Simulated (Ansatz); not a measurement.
Geometry optimisation, RKS B3LYP/6-31G* (Ansatz).

The input (input.yaml):

```yaml
crystal:
  periodic: [false, false, false]
  atoms:
    - { symbol: B, position_ang: [-0.01184, -0.223795, -0.054504] }
    - { symbol: O, position_ang: [0.058771, -0.581299, 1.298095] }
    - { symbol: H, position_ang: [-0.801687, -0.857993, 1.637763] }
    - { symbol: "N", position_ang: [1.213224, -0.182067, -0.775805] }
    - { symbol: H, position_ang: [2.083116, -0.260033, -0.271477] }
    - { symbol: H, position_ang: [1.291082, 0.356324, -1.622824] }
    - { symbol: "N", position_ang: [-1.267928, -0.010209, -0.701929] }
    - { symbol: H, position_ang: [-2.114004, 0.1865, -0.189784] }
    - { symbol: H, position_ang: [-1.347048, 0.217112, -1.681782] }
    - { symbol: H, position_ang: [0.018962, 2.003185, 0.849569] }
    - { symbol: H, position_ang: [0.089052, 1.633075, 1.448276] }
basis:
  gaussian: { orbitals: "6-31G*" }
hamiltonian:
  xc: b3lyp
relax:
  f_tol: 0.03
  max_steps: 50
```

Command:

```bash
$ ansatz run input.yaml --threads 1 --pin off --max-ram 2048MiB --backend cpu --events-out ev --progress --plain --runs-dir out
```

Problem. Where does it end, and by what steps?

Solution. It converged. After 17 steps the energy has fallen by 0.272 eV; H10 moved furthest, 1.87 Å.

```
step  energy less start (eV)  largest force component (eV/Å)  accepted
   0                  0.0000                           1.237       yes
   1                 -0.1352                           0.225       yes
   2                 -0.1866                           0.215       yes
   3                 -0.2126                           0.113       yes
   4                 -0.2252                           0.342       yes
   5                 -0.2396                           0.083       yes
   6                 -0.2497                           0.112       yes
   7                 -0.2574                           0.079       yes
   8                 -0.2411                           0.945        no
   9                 -0.2613                           0.122       yes
  10                 -0.2640                           0.132       yes
  11                 -0.2662                           0.310       yes
  12                 -0.2687                           0.121       yes
  13                 -0.2705                           0.103       yes
  14                 -0.2713                           0.113       yes
  15                 -0.2716                           0.096       yes
  16                 -0.2719                           0.044       yes
  17                 -0.2720                           0.026       yes
```

```xyz
11
Properties=species:S:1:pos:R:3
B -0.002 -0.295 -0.308
O 0.112 -0.134 1.071
H -0.737 -0.240 1.518
N 1.212 -0.434 -1.033
H 2.100 -0.430 -0.556
H 1.284 -0.393 -2.037
N -1.283 -0.356 -0.949
H -2.115 0.019 -0.517
H -1.371 -0.419 -1.952
H -0.066 2.797 2.536
H 0.077 2.168 2.163
```

Whether the end is a true minimum wasn't checked by a vibrational analysis.

The run took 45 s on 1 thread of Arm Neoverse V2, on a shared host, peak memory 0.16 GiB.
